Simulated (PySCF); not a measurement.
# Computed structure and properties of PrSF

System: PrSF (singlet in the valence; each metal's 4f electrons, 2 of them, lie in its core potential, out of spins and levels); start: template (Cs). Method: PySCF 2.14.0, RKS PBE0, Pr lcecp-1-SVP with ECP48, S def2-SVP, F def2-SVP; non-relativistic Hamiltonian with scalar-relativistic core potentials where named; density fitting; no spin-orbit coupling.

Input of the relaxation:

```python
mol = gto.M(atom='''
Pr    -0.17502     0.00000    -0.25329
S      2.04848     0.00000     0.74181
F     -2.14922     0.00000     0.63021''',
    basis={'Pr': 'lcecp-1-SVP', 'S': 'def2-SVP', 'F': 'def2-SVP'},
    ecp={'Pr': 'lcecp-1-SVP'},
    charge=0, spin=0)
mf = dft.RKS(mol, xc='PBE0')
mf.grids.atom_grid = (50, 194)  # f atoms: unpruned, at least (60, 302)
mf = mf.density_fit()  # fitting sets: Pr AutoAux, S def2-universal-JKFIT, F def2-universal-JKFIT
mf.conv_tol = 1e-08; mf.max_cycle = 55
mf.kernel(dm0)  # dm0: converged density of the start geometry
# quasi-Newton relaxation in Cartesian coordinates to a largest gradient under 0.00045 Eh/bohr, steps kept in the point group
```

Run from Python with OMP_NUM_THREADS=2; the lines above give its settings. Where DIIS fails, smearing, a level shift and second-order steps follow.
It took 7.5 s on 2 threads of Arm Neoverse V2, with other jobs on the host, from the converged density of the start.

Course of the relaxation:

```tsv
step	energy above end (eV)	largest force component within the symmetry (eV/Å)
0	0.1999	0.946
1	0.1125	0.599
2	0.0106	0.268
3	0.0005	0.108
4	0.0000	0.023
5	0.0000	0.007
```

Relaxed geometry (Cs):

```xyz
3

Pr   -0.1978    0.0000   -0.4788
S     1.8001    0.0000    0.8456
F    -1.8780    0.0000    0.7519
```

```json
{"contact": "Pr1–S2 (S)", "Å": "2.397"}
{"contact": "Pr1–F3 (F)", "Å": "2.083"}
```

On the finer grid (75, 302):

```yaml
HOMO: -5.82 eV
LUMO: -2.35 eV
Dipole_about_the_centre_of_mass: 8.44 D
Set_of_Mulliken_populations_of_Pr1_outside_the_core_potential: s 2.17, p 6.21, d 1.72, f 0.07
D3_BJ_dispersion_energy_not_in_the_energies: -0.050 eV
```

| atom | Mulliken (e) | Löwdin (e) | spin (e) |
| --- | --- | --- | --- |
| Pr1 | 0.83 | 0.43 | 0.00 |
| S2 | -0.40 | -0.11 | 0.00 |
| F3 | -0.43 | -0.32 | 0.00 |

The 4f levels lie in the core potential and are missing. Their spin isn't counted.

On the grid (50, 194), as all that follows. Harmonic modes: a minimum; lowest 127 cm⁻¹ (negative: unstable), highest 563 cm⁻¹, zero-point energy 0.071 eV.

Rigid scan of S along the line from its metal:

distance to S2 (Å), energy (eV) and a bar:
```
     2.10      1.267 ##############################
     2.20      0.495 ############
     2.30      0.109 ###
     2.40      0.000 
     2.50      0.086 ##
     2.60      0.307 #######
     2.70      0.618 ###############
     2.85      1.184 ############################
```

Taking off one F (charge -1, singlet; the rest: singlet) in vacuum, both parts rigid, costs 10.80 eV; the small basis without counterpoise inflates it. Most of it is the attraction of opposite charges; other ways to part are cheaper, and one spin state was tried for the rest.

Rigid scan of F along the line from its metal:

(distance to F3 (Å), energy (eV)): (1.78, 1.350), (1.88, 0.514), (1.98, 0.111), (2.08, 0.000), (2.18, 0.083), (2.28, 0.289), (2.48, 0.897), (2.78, 1.947), (3.18, 3.220), (3.68, 4.412)

One start shape was tried, so this needn't be the lowest isomer.

An lcecp potential fixes the number of 4f electrons, so in runs with it no electron can move into or out of that shell.
